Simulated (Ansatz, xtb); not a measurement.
Isomers of C8H16 in order of energy

9 gas-phase structures of C8H16, from a drawn sample of its isomers (lower ones may exist). Each was relaxed with GFN2-xTB; where two conformers were screened, the lower at r2SCAN-D4/def2-SVP is listed:

A. `CCC1CCCCC1`, a singlet
B. `CC1(C)CCCCC1`, a singlet
C. `C[C@@H]1CCCC[C@@H]1C`, a singlet
D. `CC[C@@H]1CCC[C@H]1C`, a singlet
E. `CCCCC=C(C)C`, a singlet
F. `C=C(C)CC(C)(C)C`, a singlet
G. `CCCC1CCCC1`, a singlet
H. `C1CCCCCCC1`, a singlet
I. `CCC1(C)CCCC1`, a singlet

Q: Make a reasoned guess at their ranking by r2SCAN-D4/def2-SVP single-point energy.

A: Calculated order at r2SCAN-D4/def2-SVP: B (0.0), C (5.5), A (5.5), D (28.2), I (32.9), G (36.0), H (48.4), E (92.3), F (95.6) kJ/mol. Less than 1 kcal/mol parts C and A; I and G; E and F, so the order within those pairs means little.

Energies above the lowest of each column, in kJ/mol; the last columns are at PBE0-D3(BJ)/def2-SVP geometries and were run for some of them only (a dash: not run or not comparable):

| structure | GFN2-xTB | HF/STO-3G | r2SCAN-D4/def2-SVP | PBE0-D3(BJ)/def2-SVP | PBE0-D4/def2-TZVP |
| --- | --- | --- | --- | --- | --- |
| B | 0.0 | 5.0 | 0.0 | 0.0 | 0.0 |
| C | 7.1 | 7.5 | 5.5 | 4.2 | 5.3 |
| A | 6.2 | 0.0 | 5.5 | 2.9 | 3.7 |
| D | 17.4 | 18.5 | 28.2 | 24.5 | 21.7 |
| I | 18.1 | 30.2 | 32.9 | 31.5 | 27.5 |
| G | 24.3 | 19.5 | 36.0 | 32.3 | 28.7 |
| H | 55.5 | 53.3 | 48.4 | 44.4 | 47.7 |
| E | 118.3 | 195.0 | 92.3 | – | – |
| F | 117.8 | 214.6 | 95.6 | – | – |

PBE0-D4/def2-TZVP has A and B within 1 kcal/mol of each other at the bottom, and every level picks one of them. PBE0-D4/def2-TZVP orders those it was run on as B (0.0), A (3.7), C (5.3), D (21.7), I (27.5), G (28.7), H (47.7) kJ/mol. Less than 1 kcal/mol parts B and A; A and C; I and G, so the order within those pairs means little. Flexible structures stand in one conformer each, not always the lowest. Frequencies (GFN2-xTB) were run for A, B, C, D, G, H, I alone.

Over these structures GFN2-xTB departs from r2SCAN-D4/def2-SVP by 10.8 kJ/mol on average once a common shift is removed. A GFN2-xTB relaxation took about 0.2 s and the r2SCAN-D4/def2-SVP energy about 5.1 s on a shared host (Ansatz 0.2.0, xtb 6.7.1).
